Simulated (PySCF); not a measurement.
Species: C₃H₁₀BN.
Atom-mapped SMILES: `[BH3-:1][NH2+:2][CH2:3][CH:4]=[CH2:5]` (hydrogens: H6, H7, H8 on B1; H9, H10 on N2; H11, H12 on C3; H13 on C4; H14, H15 on C5)

Computed, not measured: TDDFT CAM-B3LYP/def2-SVPD, vertical, gas phase, core orbitals frozen in the response in PySCF 2.14.0, density-fitted response routines. Isolated species at its PBE0-D3(BJ)/def2-SVP geometry (one conformer only). Torsions of this conformer, `[BH3-:1][NH2+:2][CH2:3][CH:4]=[CH2:5]`: B1–N2–C3–C4 179°, N2–C3–C4–C5 1°.

Computed states:

```tsv
state	E (eV)	f
S1	6.98	0.039
S2	6.98	0.022
S3	7.35	0.010
S4	7.45	0.239
S5	7.61	0.0013
S6	7.81	0.136
S7	7.91	0.0029
S8	8.27	0.026
S9	8.36	0.029
S10	8.38	0.0013
```

Broadening: Gaussians 0.3 eV wide at half height, area fixed by f = 4.319×10⁻⁹ ∫ε dν̃. The cross-section is σ = 3.8235×10⁻²¹ ε cm², given in Mb (10⁻¹⁸ cm²). The width is an assumption, not a result. The curve ends short of the highest state used, and states not computed would add to its high-energy end.

Question: What does the envelope look like, and where are its maxima?

Answer: 
(E (eV), σ (Mb)): (6.53, 0.04), (6.55, 0.07), (6.57, 0.12), (6.60, 0.25), (6.62, 0.40), (6.64, 0.61), (6.66, 0.92), (6.69, 1.61), (6.71, 2.27), (6.73, 3.13), (6.76, 4.82), (6.78, 6.23), (6.80, 7.87), (6.82, 9.69), (6.85, 12.64), (6.87, 14.63), (6.89, 16.53), (6.92, 18.97), (6.94, 20.16), (6.96, 20.92), (6.98, 21.21), (7.01, 20.75), (7.03, 19.92), (7.05, 18.80), (7.08, 16.86), (7.10, 15.67), (7.12, 14.76), (7.14, 14.34), (7.17, 15.03), (7.19, 16.60), (7.21, 19.21), (7.23, 22.92), (7.26, 30.54), (7.28, 36.87), (7.30, 43.97), (7.33, 55.44), (7.35, 63.08), (7.37, 70.21), (7.39, 76.41), (7.42, 83.10), (7.44, 85.41), (7.46, 85.84), (7.49, 83.09), (7.51, 79.31), (7.53, 74.42), (7.55, 68.87), (7.58, 60.38), (7.60, 55.29), (7.62, 51.06), (7.65, 46.82), (7.67, 45.45), (7.69, 45.14), (7.71, 45.66), (7.74, 47.30), (7.76, 48.45), (7.78, 49.26)

Maxima: 178 nm (6.98 eV), ε about 5500, made up of S1 (64%) and S2 (36%); 166 nm (7.45 eV), ε about 22000, made up of S4 (96%) (ε in L mol⁻¹ cm⁻¹; maxima over ε = 5, shares over 10%). At its high-energy end, 7.78 eV, the curve is still rising (ε about 13000, from S6).

Question: Coming from long wavelengths, where does ε first pass 100 L mol⁻¹ cm⁻¹?

Answer: At about 187 nm (6.62 eV), 0.36 eV below S1.

Question: Does any computed singlet lie in the visible range?

Answer: No computed singlet lies in the visible range (380 to 750 nm); the lowest, at 178 nm, stands 3.72 eV above its violet end (3.26 eV).

Question: What would ε be at 7.45 eV, the highest of these maxima, with half the width (0.15 eV)?

Answer: About 43500 L mol⁻¹ cm⁻¹ against 22500, a factor of about 1.9; a lone state at its own centre would give exactly 2.

All these states lie below the vertical ionisation energy of 10.16 eV (ΔSCF).
